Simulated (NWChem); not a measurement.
System: GeSiH5OCl; SMILES [GeH2]([OH])[SiH2]Cl

Here is an NWChem input.

```
start job
memory heap 200 mb stack 900 mb global 1100 mb
geometry units angstroms noautosym nocenter noautoz
  O      1.538146    -1.116342    -0.305445
  Ge    -0.252244    -1.293498    -0.133363
  Si    -0.992887     0.930461     0.395927
  Cl     0.628842     1.666155     1.525711
  H      1.831553    -0.398637     0.292708
  H     -0.607122    -2.289481     1.012401
  H     -0.751435    -1.841658    -1.494130
  H     -1.145535     1.814229    -0.809718
  H     -2.232057     1.026631     1.241123
end
basis spherical
  * library 6-31g*
end
dft
  xc b3lyp
  iterations 150
end
property
  efieldgrad
end
task dft property
```

Parts of the log:

```
             Northwest Computational Chemistry Package (NWChem) 7.3.0
             --------------------------------------------------------

                             Geometry "geometry" -> ""
                             -------------------------

 Output coordinates in angstroms (scale by  1.889725989 to convert to a.u.)

  No.       Tag          Charge          X              Y              Z
 ---- ---------------- ---------- -------------- -------------- --------------
    1 O                    8.0000     1.53814600    -1.11634200    -0.30544500
    2 Ge                  32.0000    -0.25224400    -1.29349800    -0.13336300
    3 Si                  14.0000    -0.99288700     0.93046100     0.39592700
    4 Cl                  17.0000     0.62884200     1.66615500     1.52571100
    5 H                    1.0000     1.83155300    -0.39863700     0.29270800
    6 H                    1.0000    -0.60712200    -2.28948100     1.01240100
    7 H                    1.0000    -0.75143500    -1.84165800    -1.49413000
    8 H                    1.0000    -1.14553500     1.81422900    -0.80971800
    9 H                    1.0000    -2.23205700     1.02663100     1.24112300

 Effective nuclear repulsion energy (a.u.)     434.4942637155

                              NWChem Property Module
                              ----------------------

  itol2e modified to match energy
  convergence criterion.

                                 NWChem DFT Module
                                 -----------------

 Summary of "ao basis" -> "ao basis" (spherical)
 ------------------------------------------------------------------------------
       Tag                 Description            Shells   Functions and Types
 ---------------- ------------------------------  ------  ---------------------
 O                           6-31g*                  6       14   3s2p1d
 Ge                          6-31g*                 12       32   5s4p3d
 Si                          6-31g*                  8       18   4s3p1d
 Cl                          6-31g*                  8       18   4s3p1d
 H                           6-31g*                  2        2   2s

  itol2e modified to match energy
  convergence criterion.

            General Information
            -------------------
          SCF calculation type: DFT
          Wavefunction type:  closed shell.
          No. of atoms     :     9
          No. of electrons :    76
           Alpha electrons :    38
            Beta electrons :    38
          Charge           :     0
          Spin multiplicity:     1
          Use of symmetry is: off; symmetry adaption is: off
          Maximum number of iterations: 150
          AO basis - number of functions:    92
                     number of shells:    44
          Convergence on energy requested:  1.00D-07
          Convergence on density requested:  1.00D-05
          Convergence on gradient requested:  5.00D-04

              XC Information
              --------------
                         B3LYP Method XC Potential
                     Hartree-Fock (Exact) Exchange  0.200
                        Slater Exchange Functional  0.800 local
                    Becke 1988 Exchange Functional  0.720 non-local
              Lee-Yang-Parr Correlation Functional  0.810
                  VWN I RPA Correlation Functional  0.190 local

             Grid Information
             ----------------
          Grid used for XC integration:  fine
          Radial quadrature: Mura-Knowles
          Angular quadrature: Lebedev.
          Tag              B.-S. Rad. Rad. Pts. Rad. Cut. Ang. Pts.
          ---              ---------- --------- --------- ---------
          O                   0.60       70          11.0       590
          Ge                  1.25      140          10.0       974
          Si                  1.10      123          11.0       770
          Cl                  1.00      123          12.0       770
          H                   0.35       60          12.0       590
          Grid pruning is: on
          Number of quadrature shells:   756
          Spatial weights used:  Erf1

      Superposition of Atomic Density Guess
      -------------------------------------

 Sum of atomic energies:       -2900.53484164

      Non-variational initial energy
      ------------------------------

 Total energy =   -2901.499351
 1-e energy   =   -4902.019337
 2-e energy   =    1566.025723
 HOMO         =      -0.297067
 LUMO         =      -0.005065

   convergence    iter        energy       DeltaE   RMS-Dens  Diis-err
 ---------------- ----- ----------------- --------- --------- ---------
 d= 0,ls=0.0,diis     1  -2904.6341785761 -3.34D+03  1.85D-02  7.43D-01
 d= 0,ls=0.0,diis     2  -2904.4863560422  1.48D-01  1.18D-02  2.15D+00
 d= 0,ls=0.0,diis     3  -2904.7245303873 -2.38D-01  2.08D-03  5.74D-02
 d= 0,ls=0.0,diis     4  -2904.7289610848 -4.43D-03  9.46D-04  7.58D-03
 d= 0,ls=0.0,diis     5  -2904.7299904486 -1.03D-03  2.02D-04  2.66D-04
  Resetting Diis
 d= 0,ls=0.0,diis     6  -2904.7300309085 -4.05D-05  4.15D-05  1.13D-05
 d= 0,ls=0.0,diis     7  -2904.7300325049 -1.60D-06  1.72D-05  6.07D-07
 d= 0,ls=0.0,diis     8  -2904.7300324912  1.37D-08  8.66D-06  8.62D-07

         Total DFT energy =    -2904.730032491226
      One electron energy =    -4903.788423299108
           Coulomb energy =     1703.334579083016
    Exchange-Corr. energy =     -138.770451990649
 Nuclear repulsion energy =      434.494263715516

 Numeric. integr. density =       75.999999270681

                       DFT Final Molecular Orbital Analysis
                       ------------------------------------

 Vector   36  Occ=2.000000D+00  E=-3.258714D-01
              MO Center=  8.9D-02,  1.6D+00,  1.2D+00, r^2= 2.7D+00
   Bfn.  Coefficient  Atom+Function         Bfn.  Coefficient  Atom+Function
  ----- ------------  ---------------      ----- ------------  ---------------
    73      0.543739  4 Cl pz                77      0.304212  4 Cl pz
    71     -0.277975  4 Cl px                69     -0.212581  4 Cl pz
    92     -0.200691  9 H  s                 90      0.196779  8 H  s
    72     -0.195670  4 Cl py                75     -0.158011  4 Cl px
    91     -0.136805  9 H  s                 55     -0.134887  3 Si pz

[...]

          -----------------------
          Electric field gradient
          -----------------------

 1 a.u. = 0.324123 10**(16) esu/cm**3  ( or statvolts/cm**2 ) = 0.97174 10**(22) v/m**2

 ------------------------------------------------------------
   Atom      X         Y         Z
 ------------------------------------------------------------
    1 O    2.90667  -2.10958  -0.57721
 ------------------------------------------------------------

 Electric field gradient in molecular frame (a.u.)
         XX             YY             ZZ             XY             XZ             YZ
 ------------------------------------------------------------------------------------------
       -0.610067       0.122312       0.487755      -0.642906      -0.172078      -1.058547

 Principal components (a.u.) and orientation
 of principal axis w.r.t. absolute frame                      Asymmetry parameter eta
 --------------------------------------------------------------------------------------
        1.422001      -1.310516      -0.111485                       0.843200

        0.149543       0.666650       0.730216
       -0.667828       0.612708      -0.422604
        0.729138       0.424461      -0.536834

 ------------------------------------------------------------
   Atom      X         Y         Z
 ------------------------------------------------------------
    2 Ge  -0.47667  -2.44436  -0.25202
 ------------------------------------------------------------

 Electric field gradient in molecular frame (a.u.)
         XX             YY             ZZ             XY             XZ             YZ
 ------------------------------------------------------------------------------------------
       -0.951496       0.391185       0.560311       0.100814       0.127764      -0.011387

 Principal components (a.u.) and orientation
 of principal axis w.r.t. absolute frame                      Asymmetry parameter eta
 --------------------------------------------------------------------------------------
       -0.969774       0.571081       0.398693                       0.177761

        0.993731       0.082500       0.075453
       -0.074310      -0.016841       0.997093
       -0.083530       0.996449       0.010605

 ------------------------------------------------------------
   Atom      X         Y         Z
 ------------------------------------------------------------
    3 Si  -1.87628   1.75832   0.74819
 ------------------------------------------------------------

 Electric field gradient in molecular frame (a.u.)
         XX             YY             ZZ             XY             XZ             YZ
 ------------------------------------------------------------------------------------------
       -0.221649       0.177539       0.044110      -0.320793      -0.429614      -0.245029

 Principal components (a.u.) and orientation
 of principal axis w.r.t. absolute frame                      Asymmetry parameter eta
 --------------------------------------------------------------------------------------
       -0.719976       0.366271       0.353705                       0.017454

        0.732478      -0.236399      -0.638429
        0.410150      -0.595249       0.690981
        0.543371       0.767980       0.339048

 ------------------------------------------------------------
   Atom      X         Y         Z
 ------------------------------------------------------------
    4 Cl   1.18834   3.14858   2.88318
 ------------------------------------------------------------

 Electric field gradient in molecular frame (a.u.)
         XX             YY             ZZ             XY             XZ             YZ
 ------------------------------------------------------------------------------------------
       -0.876741       0.677930       0.198812      -0.788219      -1.302575      -0.620304

 Principal components (a.u.) and orientation
 of principal axis w.r.t. absolute frame                      Asymmetry parameter eta
 --------------------------------------------------------------------------------------
       -2.107477       1.128364       0.979114                       0.070819

        0.777599      -0.265035      -0.570172
        0.338103      -0.588302       0.734566
        0.530119       0.763975       0.367854

 ------------------------------------------------------------
   Atom      X         Y         Z
 ------------------------------------------------------------
    5 H    3.46113  -0.75331   0.55314
 ------------------------------------------------------------

 Electric field gradient in molecular frame (a.u.)
         XX             YY             ZZ             XY             XZ             YZ
 ------------------------------------------------------------------------------------------
        0.128049      -0.114669      -0.013380      -0.136951      -0.107164      -0.286551

 Principal components (a.u.) and orientation
 of principal axis w.r.t. absolute frame                      Asymmetry parameter eta
 --------------------------------------------------------------------------------------
       -0.411051       0.227696       0.183354                       0.107875

        0.306858       0.122451       0.943845
        0.731030      -0.665348      -0.151349
        0.609453       0.736422      -0.293683

 ------------------------------------------------------------
   Atom      X         Y         Z
 ------------------------------------------------------------
    6 H   -1.14729  -4.32649   1.91316
 ------------------------------------------------------------

 Electric field gradient in molecular frame (a.u.)
         XX             YY             ZZ             XY             XZ             YZ
 ------------------------------------------------------------------------------------------
        0.057495      -0.013111      -0.044383      -0.031463       0.036466       0.099182

 Principal components (a.u.) and orientation
 of principal axis w.r.t. absolute frame                      Asymmetry parameter eta
 --------------------------------------------------------------------------------------
       -0.140849       0.071679       0.069170                       0.017811

       -0.235966      -0.084969       0.968039
       -0.631563       0.770505      -0.086317
        0.738545       0.631745       0.235477

 ------------------------------------------------------------
   Atom      X         Y         Z
 ------------------------------------------------------------
    7 H   -1.42001  -3.48023  -2.82350
 ------------------------------------------------------------

 Electric field gradient in molecular frame (a.u.)
         XX             YY             ZZ             XY             XZ             YZ
 ------------------------------------------------------------------------------------------
        0.047162       0.048071      -0.095233      -0.025343      -0.064264      -0.067179

 Principal components (a.u.) and orientation
 of principal axis w.r.t. absolute frame                      Asymmetry parameter eta
 --------------------------------------------------------------------------------------
       -0.146448       0.074640       0.071808                       0.019333

        0.336053       0.020814       0.941613
        0.346276       0.927004      -0.144074
        0.875878      -0.374475      -0.304314

 ------------------------------------------------------------
   Atom      X         Y         Z
 ------------------------------------------------------------
    8 H   -2.16475   3.42840  -1.53015
 ------------------------------------------------------------

 Electric field gradient in molecular frame (a.u.)
         XX             YY             ZZ             XY             XZ             YZ
 ------------------------------------------------------------------------------------------
        0.065743      -0.001156      -0.064587       0.010043      -0.018230       0.097662

 Principal components (a.u.) and orientation
 of principal axis w.r.t. absolute frame                      Asymmetry parameter eta
 --------------------------------------------------------------------------------------
       -0.137652       0.071587       0.066065                       0.040114

        0.101030      -0.564170       0.819454
       -0.583819       0.633318       0.507999
        0.805573       0.529736       0.265389

 ------------------------------------------------------------
   Atom      X         Y         Z
 ------------------------------------------------------------
    9 H   -4.21798   1.94005   2.34538
 ------------------------------------------------------------

 Electric field gradient in molecular frame (a.u.)
         XX             YY             ZZ             XY             XZ             YZ
 ------------------------------------------------------------------------------------------
       -0.072495       0.070300       0.002195       0.008748       0.094663      -0.008142

 Principal components (a.u.) and orientation
 of principal axis w.r.t. absolute frame                      Asymmetry parameter eta
 --------------------------------------------------------------------------------------
       -0.137584       0.071623       0.065962                       0.041144

        0.825120      -0.146865       0.545534
       -0.056738       0.939197       0.338660
       -0.562102      -0.310388       0.766617
```

Level: B3LYP/6-31G* (spherical d). Coordinates come from a PBE-D3(BJ)/def2-SVP optimisation. NWChem prints the field gradient with the sign opposite to the second derivative of the potential.
